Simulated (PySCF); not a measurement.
Predicted microwave data (PBE0-D3(BJ)/def2-SVP geometry optimisation, gas phase (PySCF 2.14.0)) for one isomer of C8H20Si:

- Rotational constants: A = 1185, B = 1179, C = 761.6 MHz
- Dipole components: |μa| = 0.00 D, |μb| = 0.00 D, |μc| = 0.00 D
- Inertial defect: -191.62 u·Å²
- κ: 0.97

Task: Which candidate fits, each taken in the one conformer that was computed?
A. `[CH3:1][CH2:2][Si:3]([CH2:4][CH3:5])([CH2:6][CH3:7])[CH2:8][CH3:9]` with C1–C2–Si3–C4 -179°, C2–Si3–C4–C5 178°, C2–Si3–C6–C7 59°, C2–Si3–C8–C9 -59° (tetraethylsilane)
B. Si(iPr)2Me2, `CC(C)[Si](C)(C)C(C)C`

Result: A. It is CC[Si](CC)(CC)CC. The candidates at the same level (rigid rotor, commonest isotopes):

```tsv
SMILES	A (MHz)	B (MHz)	C (MHz)	μa (D)	μb (D)	μc (D)	Δ (u·Å²)	point group	rotor
CC(C)[Si](C)(C)C(C)C	1628	959.8	844.4	0.00	0.01	0.00	-238.46	C2	asymmetric top
CC[Si](CC)(CC)CC	1185	1179	761.6	0.00	0.00	0.00	-191.62	–	–
```

`CC(C)[Si](C)(C)C(C)C` has A 37 % too high. No structure here is proved a minimum.
